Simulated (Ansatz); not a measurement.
Total energies of Zn₆H₁₈S₆ from Ansatz at PBE0-D4/def2-TZVP, gas phase (1 Eh = 27.2114 eV = 2625.5 kJ/mol). The reference geometry is relaxed at PBE-D4/def2-SVP.

```csv
atom,x (Å),y (Å),z (Å)
S1,-3.0181,1.1180,-0.3576
Zn2,-1.5476,2.3859,1.0116
Zn3,-0.7058,-1.8131,2.2758
S4,0.0218,0.4486,2.1473
S5,-0.2084,3.1297,-0.8043
Zn6,2.3727,0.3884,1.7860
Zn7,-2.3740,-0.7198,-1.7187
S8,-0.6547,-2.0928,-0.0865
S9,-0.8908,0.5619,-3.0611
Zn10,1.0259,1.7150,-2.2603
Zn11,1.6249,-2.4214,-0.6839
S12,2.1274,-0.1008,-0.5295
H13,-2.8660,-0.8433,1.8256
H14,-3.8844,0.5657,0.5329
H15,-1.8455,3.1026,2.3712
H16,-2.9868,-1.3312,2.4173
H17,-0.8917,-2.7993,3.4544
H18,-0.0239,0.8042,3.4605
H19,0.7517,3.8822,-0.2038
H20,2.0275,2.6576,1.0476
H21,2.6408,2.6954,1.5222
H22,3.5911,0.4061,2.7408
H23,-3.2016,-1.9906,-2.1070
H24,-1.1331,-3.3620,-0.2018
H25,-0.3733,-0.3522,-3.9243
H26,0.8393,-1.8124,-2.8796
H27,2.3770,2.0037,-2.9965
H28,2.5026,-3.6850,-0.8551
H29,1.2743,-2.4451,-2.9942
H30,3.4288,-0.0958,-0.9290
```

```csv
state,geometry,energy (Eh)
charge 0 singlet,reference,-13074.29175
charge 1 doublet,reference,-13073.97281
charge -1 doublet,reference,-13074.31299
free S atom (triplet),–,-397.97371
free Zn atom (singlet),–,-1779.14424
free H atom (doublet),–,-0.50104
```

Single mean-field runs in def2-TZVP are fitted with def2-universal-jkfit.

Problem. Work out the vertical ionisation energy to the doublet.

Solution. E(charge 1 doublet) − E(charge 0 singlet) = -13073.97281 − (-13074.29175) = 0.31894 Eh = 8.68 eV. For comparison, −ε of the highest occupied level is 7.31 eV at this level, 1.37 eV less.

Problem. Work out the vertical electron affinity, to the doublet.

Solution. E(charge 0 singlet) − E(charge -1 doublet) = -13074.29175 − (-13074.31299) = 0.02124 Eh = 0.58 eV. The basis lacks diffuse functions, which makes affinities too small.

Problem. Give the fundamental gap IE − EA, the Mulliken electronegativity (IE + EA)/2 and the hardness (IE − EA)/2.

Solution. From the values in Eh: IE − EA = 0.31894 − 0.02124 = 0.29770 Eh = 8.10 eV; (IE + EA)/2 = 4.63 eV; (IE − EA)/2 = 4.05 eV. The HOMO–LUMO gap of the same run is 5.74 eV, 2.36 eV smaller than the fundamental gap.

Problem. What is the binding energy per atom against free atoms?

Solution. Atoms: 6 × (-397.97371) + 6 × (-1779.14424) + 18 × (-0.50104) = -13071.72642 Eh. Binding: -13071.72642 − (-13074.29175) = 2.56533 Eh = 69.81 eV, or 2.33 eV for each of 30 atoms (no zero-point energy, no counterpoise term).

At PBE0-D4/def2-TZVP the highest occupied level of the charge -1 doublet lies above zero (up to 0.63 eV). By energy differences its removal costs 0.58 eV (vertical, to the charge 0 singlet, at PBE0-D4/def2-TZVP); self-interaction error and the lack of diffuse functions both raise the level.
